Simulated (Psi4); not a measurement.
C4H7 (SMILES [CH2]C(=C)C), doublet, geometry from GFN2-xTB; TPSS/6-31G in Psi4.

The Psi4 input:
```
memory 2 GB

molecule {
0 2
C    -0.19495187    0.15685852    1.40366555
C    -0.00119422    0.08240982    0.04378401
H    -0.29377985    1.10630927    1.89854694
H    -0.25392347   -0.72596582    2.01373916
C     0.07590634    1.21165371   -0.74090455
H     0.22795896    1.14765059   -1.80292646
H    -0.01487156    2.19324052   -0.31204544
C     0.11066686   -1.26726994   -0.61376699
H     0.38726064   -2.03093733    0.10821526
H    -0.84735425   -1.54391310   -1.05326649
H     0.85214687   -1.24829667   -1.40893108
}

set {
  basis 6-31g
  reference uks
}

energy('tpss')
print_variables()
```

It wrote (shortened):

```
   => Loading Basis Set <=

    Name: 6-31G
    Role: ORBITAL
    Keyword: BASIS

         ---------------------------------------------------------
                                   SCF
               by Justin Turney, Rob Parrish, Andy Simmonett
                          and Daniel G. A. Smith
                              UKS Reference
         ---------------------------------------------------------

  ==> Geometry <==

    Molecular point group: c1
    Full point group: C1

    Geometry (in Angstrom), charge = 0, multiplicity = 2:

       Center              X                  Y                   Z               Mass
    ------------   -----------------  -----------------  -----------------  -----------------
         C           -0.193916757410     0.137000292001     1.393633501339    12.000000000000
         C           -0.000159107410     0.062551592001     0.033751961339    12.000000000000
         H           -0.292744737410     1.086451042001     1.888514891339     1.007825032230
         H           -0.252888357410    -0.745824047999     2.003707111339     1.007825032230
         C            0.076941452590     1.191795482001    -0.750936598661    12.000000000000
         H            0.228994072590     1.127792362001    -1.812958508661     1.007825032230
         H           -0.013836447410     2.173382292001    -0.322077488661     1.007825032230
         C            0.111701972590    -1.287128167999    -0.623799038661    12.000000000000
         H            0.388295752590    -2.050795557999     0.098183211339     1.007825032230
         H           -0.846319137410    -1.563771327999    -1.063298538661     1.007825032230
         H            0.853181982590    -1.268154897999    -1.418963128661     1.007825032230

  Running in c1 symmetry.

  Rotational constants: A =      0.33601  B =      0.30006  C =      0.16330 [cm^-1]
  Rotational constants: A =  10073.30872  B =   8995.50422  C =   4895.74993 [MHz]
  Nuclear repulsion =  113.354955074943859

  Charge       = 0
  Multiplicity = 2
  Electrons    = 31
  Nalpha       = 16
  Nbeta        = 15

  ==> Algorithm <==

  SCF Algorithm Type is DF.
  DIIS enabled.
  MOM disabled.
  Fractional occupation disabled.
  Guess Type is SAD.
  Energy threshold   = 1.00e-06
  Density threshold  = 1.00e-06
  Integral threshold = 1.00e-12

  ==> Primary Basis <==

  Basis Set: 6-31G
    Blend: 6-31G
    Number of shells: 34
    Number of basis functions: 50
    Number of Cartesian functions: 50
    Spherical Harmonics?: false
    Max angular momentum: 1

  ==> DFT Potential <==

   => LibXC <=

    Version 7.1.2
    S. Lehtola, C. Steigemann, M. J. T. Oliveira, and M. A. L. Marques,  SoftwareX 7, 1–5 (2018) (10.1016/j.softx.2017.11.002)

   => Composite Functional: TPSS <=

    TPSS Meta-GGA XC Functional

    J. Tao, et al., Phys. Rev. Lett., 91, 146401, 2003

    Deriv               =              1
    GGA                 =           TRUE
    Meta                =           TRUE

    Exchange Hybrid     =          FALSE
    MP2 Hybrid          =          FALSE

   => Exchange Functionals <=

    1.0000   XC_MGGA_X_TPSS

   => Correlation Functionals <=

    1.0000   XC_MGGA_C_TPSS

   => LibXC Density Thresholds  <==

    XC_MGGA_C_TPSS:  1.00E-15
    XC_MGGA_X_TPSS:  1.00E-15

   => Molecular Quadrature <=

    Radial Scheme          =       TREUTLER
    Pruning Scheme         =           NONE
    Nuclear Scheme         =       TREUTLER

    Blocking Scheme        =         OCTREE
    BS radius alpha        =              1
    Pruning alpha          =              1
    Radial Points          =             75
    Spherical Points       =            302
    Total Points           =         234649
    Total Blocks           =           1806
    Max Points             =            256
    Max Functions          =             50
    Weights Tolerance      =       1.00E-15

   => Loading Basis Set <=

    Name: (6-31G AUX)
    Role: JKFIT
    Keyword: DF_BASIS_SCF

[...]

  ==> Pre-Iterations <==

  SCF Guess: Superposition of Atomic Densities via on-the-fly atomic UHF (no occupation information).

   -------------------------
    Irrep   Nso     Nmo
   -------------------------
     A         50      50
   -------------------------
    Total      50      50
   -------------------------

  ==> Iterations <==

                           Total Energy        Delta E     RMS |[F,P]|

   @DF-UKS iter SAD:  -155.98728809104222   -1.55987e+02   0.00000e+00
   @DF-UKS iter   1:  -156.21521102976834   -2.27923e-01   1.55335e-02 ADIIS/DIIS
   @DF-UKS iter   2:  -156.04393466563431    1.71276e-01   1.84068e-02 ADIIS/DIIS
   @DF-UKS iter   3:  -156.56325297770928   -5.19318e-01   2.07068e-03 ADIIS/DIIS
   @DF-UKS iter   4:  -156.56754624481010   -4.29327e-03   1.16539e-03 ADIIS/DIIS
   @DF-UKS iter   5:  -156.56942036455104   -1.87412e-03   9.25954e-05 DIIS
   @DF-UKS iter   6:  -156.56943726111481   -1.68966e-05   8.86474e-05 DIIS
   @DF-UKS iter   7:  -156.56944868362601   -1.14225e-05   4.81922e-05 DIIS
   @DF-UKS iter   8:  -156.56945242046453   -3.73684e-06   2.32724e-05 DIIS
   @DF-UKS iter   9:  -156.56945328893730   -8.68473e-07   1.78292e-06 DIIS
   @DF-UKS iter  10:  -156.56945329537490   -6.43760e-09   3.90802e-07 DIIS
  Energy and wave function converged.

  ==> Post-Iterations <==

   Electrons on quadrature grid:
      Nalpha   =   16.0000000620 ; deviation = 6.196e-08
      Nbeta    =   14.9999970300 ; deviation = -2.970e-06
      Ntotal   =   30.9999970919 ; deviation = -2.908e-06

   @Spin Contamination Metric:   2.358822114E-02
   @S^2 Expected:                7.500000000E-01
   @S^2 Observed:                7.735882211E-01
   @S   Expected:                5.000000000E-01
   @S   Observed:                5.000000000E-01

    Orbital Energies [Eh]
    ---------------------

    Alpha Occupied:

[...]
      16A     -0.158166

    Alpha Virtual:

[...]
      50A      1.488584

    Beta Occupied:

[...]
    Beta Virtual:

[...]
    Final Occupation by Irrep:
              A
    DOCC [    15 ]
    SOCC [     1 ]
    NA   [    16 ]
    NB   [    15 ]

  @DF-UKS Final Energy:  -156.56945329537490

   => Energetics <=

    Nuclear Repulsion Energy =            113.3549550749438595
    One-Electron Energy =                -433.2127561354039926
    Two-Electron Energy =                 187.6555477105618479
    DFT Exchange-Correlation Energy =     -24.3671999454766102
    Empirical Dispersion Energy =           0.0000000000000000
    VV10 Nonlocal Energy =                  0.0000000000000000
    Total Energy =                       -156.5694532953748990

  UHF NO Occupations:
  HONO-2 :   14  A 1.9995474
  HONO-1 :   15  A 1.9895636
  HONO-0 :   16  A 1.0000000
  LUNO+0 :   17  A 0.0104364
  LUNO+1 :   18  A 0.0004526
  LUNO+2 :   19  A 0.0004252
  LUNO+3 :   20  A 0.0001522

Computation Completed

Properties will be evaluated at   0.000000,   0.000000,   0.000000 [a0]

Properties computed using the SCF density matrix

 Multipole Moments:

 ------------------------------------------------------------------------------------
     Multipole            Electronic (a.u.)      Nuclear  (a.u.)        Total (a.u.)
 ------------------------------------------------------------------------------------

 L = 1.  Multiply by 2.5417464519 to convert [e a0] to [Debye]
 Dipole X            :         -0.0725003            0.0606385           -0.0118618
 Dipole Y            :          1.0571277           -1.1633248           -0.1061970
 Dipole Z            :          0.5219796           -0.5876925           -0.0657130
 Magnitude           :                                                    0.1254460

 ------------------------------------------------------------------------------------

  Variable Map:
  ----------------------------------------------------------------------------
[...]
  Array Variable Map:
  ----------------------------------------------------------------------------
[...]
[...]
```
